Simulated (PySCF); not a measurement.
Electron correlation in Mg (magnesium, neutral)

[Ne] 3s1 3p1, high-spin 3P determinant (an excited configuration). Calculation: PySCF 2.14, in aug-cc-pCVTZ-DK with one added diffuse shell each of s, p, d, f type (9s8p6d4f, 91 functions); the spin-free X2C one-electron Hamiltonian (Gaussian nucleus). Frozen: [Ne]; 2 electrons correlated.

With two correlated electrons CCSD is exact within the correlated space (frozen core and kept virtual orbitals).

```csv
level,correlation energy (mhartree)
CCSD,-4.42
```

Diagnostics: T1 = 0.0068, D1 = 0.0115, largest double amplitude 0.029.

Task: Is a single reference adequate?

Result: Yes: T1 lies below 0.03 and no double amplitude reaches 0.07.
